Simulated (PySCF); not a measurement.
A calculated (PBE, PySCF 2.14, def2-QZVPPD, the non-relativistic Hamiltonian (point nucleus)) atom or ion has these occupied shells.

| shell | electrons | orbital energy (eV) | rms radius, mean of both spins (bohr) |
| --- | --- | --- | --- |
| 1s β | 1 | -9409.2 | 0.0592 |
| 1s α | 1 | -9409.1 | 0.0592 |
| 2s α | 1 | -1135.1 | 0.249 |
| 2s β | 1 | -1135.1 | 0.249 |
| 2p β | 3 | -1000.9 | 0.221 |
| 2p α | 3 | -1000.9 | 0.221 |
| 3s β | 1 | -127.23 | 0.743 |
| 3s α | 1 | -127.21 | 0.743 |
| 3p β | 3 | -84.568 | 0.781 |
| 3p α | 3 | -84.538 | 0.781 |
| 3d β | 5 | -12.754 | 1.04 |
| 3d α | 5 | -12.627 | 1.04 |
| 4s β | 1 | -7.323 | 2.77 |
| 4p α | 1 | -2.336 | 4.31 |

(1) Name the element and its charge.

## Answers

(1) Zn (zinc, neutral), in [Ar] 3d10 4s1 4p1, 4s spin antiparallel (an excited configuration).
